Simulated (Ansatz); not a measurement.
Born–Oppenheimer molecular dynamics of a periodic cell of 27 atoms, SiBF$_{7}$ (contents 3 BF3 + 3 SiF4, density as packed 1.62 g/cm³ with natural masses). It goes on from the last frame of an earlier run, with new velocities.

Level of theory: Ansatz 0.2.0, DFT PBE, scalar-relativistic, plane waves, PAW. Settings: accuracy low, cutoff 420 eV, k mesh 1x1x1, fermi-dirac smearing 0.002 eV, no spin polarisation.

```
ensemble        : NVT, Nosé–Hoover chain
time step       : 1.5 fs
steps asked     : 200
set temperature : 700 K
thermostat      : time constant 200 fs, chain length 3
seed            : 321197
```

Frames 1.5 fs apart, positions in Å, forces in eV/Å.

Velocities at 225.0 fs (Å/ps):

```
B 1.38 1.47 3.20
F -7.78 -4.09 9.61
F -7.03 4.85 0.62
F -3.45 5.11 4.67
B -9.14 -5.41 3.34
F 2.52 0.56 1.39
F -0.09 8.19 -4.58
F 3.27 -1.09 3.26
B -8.29 -5.55 -13.67
F -8.95 -4.73 1.67
F 3.83 -5.88 -1.39
F 3.15 4.71 5.96
Si 9.76 -1.09 0.76
F 0.95 4.92 -3.82
F 0.67 2.28 -0.84
F -0.41 -7.10 4.74
F 14.28 2.80 5.05
Si -2.84 -5.01 -4.00
F 7.05 0.32 -6.48
F 1.38 6.62 -12.78
F 2.15 -5.07 1.94
F 0.36 0.20 -8.71
Si -5.03 2.29 -4.98
F -5.81 -3.31 0.52
F 0.89 2.88 10.50
F 2.41 0.61 8.41
F -3.06 -1.75 -3.51
```

```xyz
27
Lattice="8.0825 0.0000 0.0000 0.0000 8.0825 0.0000 0.0000 0.0000 8.0825" Properties=species:S:1:pos:R:3:forces:R:3 time_fs=225.0 energy_less_start_eV=0.043 T=650
B 5.093 8.506 4.412 0.92 0.42 -0.91
F 4.782 8.231 5.705 0.57 0.23 -1.95
F 6.029 7.730 3.729 -2.03 1.56 1.41
F 4.574 9.634 3.765 1.01 -2.44 1.51
B 5.709 4.295 4.526 -1.09 2.76 -3.96
F 5.589 4.904 3.331 -0.27 -0.02 0.14
F 6.717 3.598 4.708 3.73 -3.03 1.11
F 4.870 4.596 5.409 -2.48 0.55 2.79
B 1.476 5.958 2.531 1.15 1.22 -0.48
F 2.081 4.841 2.839 0.22 -0.41 0.49
F 0.317 5.919 1.922 -0.71 0.32 0.03
F 2.142 7.135 2.601 -0.42 -0.79 0.06
Si 3.624 2.227 0.497 0.85 4.54 1.21
F 4.281 3.055 1.739 -0.73 -1.15 -1.14
F 2.200 1.717 0.777 -1.75 -0.35 0.33
F 3.576 3.413 -0.589 -0.07 -1.27 0.17
F 4.429 0.985 0.170 1.53 -1.74 -0.68
Si 1.374 8.051 6.098 -1.20 -2.07 -3.87
F 2.109 7.220 7.227 -0.46 0.68 -0.27
F -0.019 8.748 6.344 0.67 0.28 0.90
F 2.373 9.016 5.280 -1.03 -0.62 1.15
F 0.754 6.927 4.922 1.54 1.46 2.12
Si 7.273 3.826 0.373 0.23 -0.61 2.02
F 8.707 4.154 -0.163 0.73 0.03 0.00
F 6.405 5.093 0.164 -0.73 0.60 -0.20
F 6.785 2.630 -0.520 -0.49 -0.23 0.11
F 7.252 3.410 1.954 0.31 0.08 -2.11
27
Lattice="8.0825 0.0000 0.0000 0.0000 8.0825 0.0000 0.0000 0.0000 8.0825" Properties=species:S:1:pos:R:3:forces:R:3 time_fs=226.5 energy_less_start_eV=0.081 T=638
B 5.096 8.509 4.415 0.49 0.50 -0.51
F 4.770 8.225 5.718 0.74 0.33 -2.33
F 6.018 7.739 3.731 -1.83 1.42 1.34
F 4.570 9.640 3.773 1.08 -2.48 1.55
B 5.694 4.290 4.527 -0.47 2.60 -4.22
F 5.592 4.905 3.333 -0.43 0.00 0.12
F 6.719 3.608 4.702 3.59 -2.97 1.13
F 4.873 4.595 5.416 -2.79 0.62 3.06
B 1.464 5.951 2.510 2.37 1.53 0.32
F 2.068 4.833 2.842 0.18 -0.23 0.38
F 0.322 5.910 1.920 -1.54 0.39 -0.48
F 2.146 7.142 2.610 -0.76 -1.34 -0.12
Si 3.639 2.227 0.498 0.20 4.06 1.35
F 4.282 3.062 1.733 -0.60 -1.08 -0.94
F 2.200 1.720 0.776 -1.23 -0.26 0.25
F 3.576 3.402 -0.582 -0.03 -1.00 -0.12
F 4.451 0.989 0.177 1.49 -1.72 -0.64
Si 1.370 8.042 6.091 -1.05 -1.92 -3.89
F 2.119 7.221 7.217 -0.55 0.64 -0.25
F -0.017 8.758 6.325 0.63 0.22 0.93
F 2.376 9.008 5.283 -1.04 -0.59 1.09
F 0.755 6.928 4.910 1.48 1.41 2.17
Si 7.266 3.829 0.366 0.41 -0.64 2.48
F 8.699 4.149 -0.162 0.91 0.13 -0.09
F 6.406 5.098 0.179 -0.89 0.80 -0.29
F 6.788 2.631 -0.508 -0.69 -0.54 -0.20
F 7.247 3.408 1.947 0.30 0.11 -2.09
27
Lattice="8.0825 0.0000 0.0000 0.0000 8.0825 0.0000 0.0000 0.0000 8.0825" Properties=species:S:1:pos:R:3:forces:R:3 time_fs=228.0 energy_less_start_eV=0.000 T=661
B 5.100 8.512 4.418 0.02 0.59 -0.06
F 4.760 8.219 5.729 0.89 0.41 -2.62
F 6.004 7.748 3.734 -1.52 1.20 1.19
F 4.566 9.644 3.783 1.10 -2.41 1.53
B 5.679 4.290 4.519 0.32 2.09 -3.72
F 5.595 4.905 3.335 -0.61 0.13 -0.12
F 6.725 3.615 4.697 2.90 -2.55 1.04
F 4.874 4.594 5.426 -2.71 0.57 2.90
B 1.458 5.947 2.490 3.32 1.62 1.04
F 2.055 4.826 2.845 0.15 -0.02 0.26
F 0.325 5.902 1.917 -2.21 0.46 -0.90
F 2.150 7.147 2.619 -0.98 -1.70 -0.30
Si 3.654 2.230 0.501 -0.39 3.21 1.39
F 4.283 3.068 1.725 -0.44 -0.93 -0.64
F 2.199 1.723 0.775 -0.67 -0.14 0.16
F 3.575 3.389 -0.575 0.01 -0.66 -0.46
F 4.475 0.990 0.183 1.30 -1.49 -0.54
Si 1.364 8.033 6.080 -0.88 -1.74 -3.77
F 2.129 7.223 7.207 -0.65 0.60 -0.25
F -0.014 8.768 6.308 0.59 0.15 0.95
F 2.377 9.000 5.288 -1.01 -0.54 0.99
F 0.758 6.931 4.901 1.39 1.31 2.16
Si 7.259 3.832 0.361 0.58 -0.59 2.75
F 8.691 4.144 -0.161 1.03 0.21 -0.16
F 6.406 5.103 0.195 -0.99 0.93 -0.36
F 6.791 2.631 -0.495 -0.87 -0.82 -0.49
F 7.243 3.405 1.938 0.29 0.12 -1.97
27
Lattice="8.0825 0.0000 0.0000 0.0000 8.0825 0.0000 0.0000 0.0000 8.0825" Properties=species:S:1:pos:R:3:forces:R:3 time_fs=229.5 energy_less_start_eV=-0.169 T=710
B 5.104 8.517 4.421 -0.46 0.67 0.43
F 4.750 8.214 5.737 1.02 0.48 -2.80
F 5.988 7.760 3.739 -1.12 0.89 0.95
F 4.564 9.645 3.794 1.07 -2.24 1.45
B 5.664 4.294 4.505 1.02 1.41 -2.46
F 5.598 4.907 3.338 -0.78 0.38 -0.58
F 6.734 3.619 4.693 1.91 -1.95 0.87
F 4.871 4.594 5.439 -2.25 0.39 2.28
B 1.458 5.947 2.471 3.73 1.53 1.52
F 2.042 4.818 2.848 0.16 0.19 0.14
F 0.326 5.894 1.914 -2.49 0.54 -1.12
F 2.152 7.150 2.627 -1.08 -1.91 -0.46
Si 3.669 2.236 0.505 -0.90 2.07 1.31
F 4.282 3.072 1.717 -0.23 -0.72 -0.24
F 2.197 1.726 0.774 -0.11 -0.03 0.10
F 3.574 3.376 -0.568 0.03 -0.27 -0.84
F 4.500 0.989 0.189 1.00 -1.09 -0.40
Si 1.358 8.021 6.067 -0.71 -1.52 -3.49
F 2.138 7.225 7.196 -0.76 0.56 -0.28
F -0.010 8.779 6.291 0.56 0.08 0.96
F 2.378 8.991 5.294 -0.95 -0.45 0.86
F 0.763 6.935 4.894 1.27 1.15 2.06
Si 7.252 3.834 0.358 0.73 -0.45 2.81
F 8.685 4.139 -0.161 1.10 0.27 -0.21
F 6.405 5.110 0.209 -1.03 0.97 -0.40
F 6.792 2.630 -0.483 -1.02 -1.05 -0.72
F 7.239 3.403 1.927 0.27 0.10 -1.73
27
Lattice="8.0825 0.0000 0.0000 0.0000 8.0825 0.0000 0.0000 0.0000 8.0825" Properties=species:S:1:pos:R:3:forces:R:3 time_fs=231.0 energy_less_start_eV=-0.360 T=764
B 5.107 8.523 4.425 -0.92 0.74 0.92
F 4.742 8.209 5.741 1.11 0.52 -2.86
F 5.972 7.772 3.745 -0.65 0.52 0.65
F 4.564 9.643 3.807 0.99 -1.96 1.31
B 5.651 4.301 4.485 1.51 0.66 -0.64
F 5.599 4.908 3.339 -0.92 0.73 -1.24
F 6.746 3.622 4.690 0.88 -1.32 0.66
F 4.865 4.595 5.455 -1.56 0.15 1.33
B 1.466 5.949 2.456 3.43 1.30 1.67
F 2.029 4.811 2.852 0.20 0.38 0.04
F 0.325 5.887 1.909 -2.23 0.64 -1.06
F 2.153 7.151 2.635 -1.08 -1.97 -0.58
Si 3.683 2.243 0.509 -1.30 0.76 1.12
F 4.282 3.076 1.709 0.02 -0.44 0.25
F 2.194 1.729 0.774 0.39 0.08 0.06
F 3.574 3.363 -0.563 0.03 0.14 -1.24
F 4.527 0.988 0.195 0.64 -0.60 -0.23
Si 1.351 8.009 6.051 -0.53 -1.24 -3.04
F 2.146 7.228 7.186 -0.87 0.52 -0.33
F -0.005 8.789 6.276 0.54 -0.01 0.95
F 2.377 8.981 5.301 -0.85 -0.34 0.68
F 0.769 6.941 4.889 1.11 0.91 1.86
Si 7.246 3.836 0.358 0.84 -0.25 2.67
F 8.681 4.135 -0.160 1.10 0.32 -0.24
F 6.403 5.118 0.224 -1.01 0.91 -0.43
F 6.793 2.628 -0.472 -1.13 -1.19 -0.89
F 7.236 3.401 1.914 0.24 0.05 -1.38
27
Lattice="8.0825 0.0000 0.0000 0.0000 8.0825 0.0000 0.0000 0.0000 8.0825" Properties=species:S:1:pos:R:3:forces:R:3 time_fs=232.5 energy_less_start_eV=-0.498 T=804
B 5.109 8.531 4.430 -1.29 0.73 1.35
F 4.735 8.205 5.742 1.15 0.55 -2.79
F 5.954 7.784 3.751 -0.16 0.12 0.32
F 4.564 9.639 3.821 0.83 -1.57 1.12
B 5.641 4.309 4.463 1.79 -0.08 1.39
F 5.600 4.910 3.339 -1.03 1.13 -1.99
F 6.758 3.622 4.688 -0.03 -0.75 0.43
F 4.858 4.595 5.472 -0.82 -0.10 0.27
B 1.480 5.954 2.444 2.52 0.92 1.55
F 2.017 4.804 2.856 0.29 0.54 -0.05
F 0.320 5.881 1.903 -1.50 0.76 -0.79
F 2.153 7.150 2.643 -0.96 -1.88 -0.66
Si 3.696 2.251 0.515 -1.61 -0.59 0.83
F 4.282 3.079 1.700 0.28 -0.10 0.80
F 2.192 1.732 0.774 0.82 0.16 0.05
F 3.573 3.349 -0.559 0.03 0.54 -1.62
F 4.554 0.985 0.200 0.25 -0.09 -0.06
Si 1.344 7.996 6.032 -0.34 -0.86 -2.40
F 2.153 7.231 7.175 -0.99 0.47 -0.38
F 0.000 8.800 6.261 0.53 -0.10 0.93
F 2.375 8.971 5.309 -0.71 -0.21 0.47
F 0.776 6.947 4.887 0.90 0.56 1.54
Si 7.240 3.837 0.360 0.91 -0.01 2.31
F 8.677 4.131 -0.160 1.05 0.35 -0.25
F 6.399 5.127 0.238 -0.94 0.78 -0.45
F 6.792 2.625 -0.462 -1.19 -1.23 -0.98
F 7.233 3.399 1.899 0.21 -0.03 -0.91
27
Lattice="8.0825 0.0000 0.0000 0.0000 8.0825 0.0000 0.0000 0.0000 8.0825" Properties=species:S:1:pos:R:3:forces:R:3 time_fs=234.0 energy_less_start_eV=-0.537 T=815
B 5.107 8.540 4.438 -1.48 0.59 1.67
F 4.729 8.202 5.740 1.13 0.56 -2.58
F 5.936 7.797 3.758 0.29 -0.26 0.01
F 4.565 9.633 3.837 0.61 -1.04 0.88
B 5.634 4.317 4.445 1.92 -0.68 3.15
F 5.599 4.914 3.337 -1.09 1.46 -2.59
F 6.771 3.622 4.687 -0.74 -0.30 0.22
F 4.850 4.596 5.490 -0.16 -0.29 -0.69
B 1.500 5.960 2.436 1.23 0.40 1.25
F 2.005 4.798 2.859 0.40 0.67 -0.11
F 0.314 5.876 1.896 -0.53 0.90 -0.42
F 2.152 7.146 2.649 -0.75 -1.64 -0.69
Si 3.708 2.258 0.521 -1.85 -1.84 0.45
F 4.282 3.082 1.693 0.54 0.25 1.36
F 2.192 1.735 0.773 1.16 0.21 0.05
F 3.572 3.336 -0.556 0.02 0.87 -1.94
F 4.582 0.983 0.205 -0.13 0.39 0.10
Si 1.337 7.982 6.012 -0.11 -0.37 -1.58
F 2.159 7.235 7.163 -1.11 0.42 -0.44
F 0.005 8.810 6.248 0.51 -0.21 0.90
F 2.373 8.960 5.317 -0.54 -0.05 0.24
F 0.785 6.955 4.886 0.63 0.09 1.06
Si 7.236 3.839 0.363 0.93 0.24 1.74
F 8.675 4.128 -0.161 0.95 0.36 -0.25
F 6.394 5.136 0.251 -0.82 0.57 -0.47
F 6.790 2.620 -0.453 -1.20 -1.15 -1.00
F 7.230 3.396 1.884 0.19 -0.15 -0.32
27
Lattice="8.0825 0.0000 0.0000 0.0000 8.0825 0.0000 0.0000 0.0000 8.0825" Properties=species:S:1:pos:R:3:forces:R:3 time_fs=235.5 energy_less_start_eV=-0.483 T=798
B 5.103 8.550 4.450 -1.45 0.28 1.79
F 4.725 8.199 5.735 1.06 0.53 -2.20
F 5.919 7.810 3.765 0.65 -0.56 -0.22
F 4.567 9.626 3.854 0.30 -0.39 0.60
B 5.632 4.324 4.433 1.94 -1.00 4.23
F 5.597 4.919 3.332 -1.11 1.56 -2.75
F 6.783 3.621 4.686 -1.26 0.05 0.06
F 4.842 4.596 5.507 0.36 -0.42 -1.45
B 1.522 5.968 2.429 -0.15 -0.27 0.90
F 1.993 4.792 2.863 0.52 0.79 -0.16
F 0.308 5.871 1.888 0.42 1.03 -0.07
F 2.150 7.141 2.655 -0.44 -1.23 -0.67
Si 3.719 2.264 0.528 -2.01 -2.86 0.01
F 4.282 3.085 1.688 0.78 0.58 1.88
F 2.192 1.738 0.773 1.40 0.24 0.08
F 3.572 3.325 -0.556 0.01 1.09 -2.17
F 4.609 0.981 0.210 -0.47 0.80 0.24
Si 1.329 7.968 5.990 0.15 0.26 -0.57
F 2.163 7.240 7.151 -1.21 0.36 -0.49
F 0.012 8.820 6.236 0.50 -0.32 0.85
F 2.369 8.950 5.325 -0.35 0.13 0.00
F 0.794 6.962 4.887 0.28 -0.54 0.40
Si 7.232 3.841 0.368 0.91 0.48 1.00
F 8.673 4.125 -0.161 0.82 0.36 -0.23
F 6.389 5.147 0.264 -0.68 0.32 -0.49
F 6.786 2.614 -0.446 -1.16 -0.96 -0.95
F 7.227 3.394 1.868 0.17 -0.31 0.36
```

Of the whole run (300 fs, mean temperature of the second half 694 K): The conserved energy stayed within 0.36 meV per atom of its start (net change 0.0071 meV per atom), so the integration is sound. A run of 0.3 ps of so small a system gives no equilibrium averages. The smearing is very narrow for this mesh. Limits of this set-up: coarse k mesh, low accuracy level.

Time of the run: 12 min on 1 thread of Arm Neoverse V1, with other jobs on the host, peak memory 0.55 GiB.
